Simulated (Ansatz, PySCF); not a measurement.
This PySCF input computes a PBE/def2-TZVPD energy:

```python
from pyscf import gto, scf, dft

mol = gto.M(
    atom='''
    Sn   -0.00000000   -0.00000000   -0.57849087
    Cl    0.00000000    0.00000000    1.70144373
    ''',
    basis='def2-tzvpd',
    ecp='def2-tzvp',
    charge=1,
    spin=0,
    verbose=4,
)

mf = dft.RKS(mol, xc='pbe').density_fit(auxbasis='def2-universal-jkfit')
mf.grids.level = 3
mf.conv_tol = 1e-9
mf.max_cycle = 100
mf.max_memory = 1500
mf.kernel()
if not mf.converged:
    mf = mf.newton()
    mf.kernel(mf.make_rdm1())
mf.analyze()
```

Problem. Write an input for the same energy in Ansatz (a first-principles code) and say what it gives.

Solution. 
Ansatz 0.2 input:
```yaml
crystal:
  periodic: [false, false, false]
  atoms:
    - {symbol: Sn, position_ang: [-0.00000000, -0.00000000, -0.57849087]}
    - {symbol: Cl, position_ang: [0.00000000, 0.00000000, 1.70144373]}
basis:
  gaussian:
    orbitals: def2-TZVPD
hamiltonian:
  xc: {name: PBE}
total_charge: 1
output: {forces: true}
```
It gives -674.10582 Eh, and PySCF -674.10584 Eh, a difference of 0.02 mEh, from the treatment of integrals and grids.
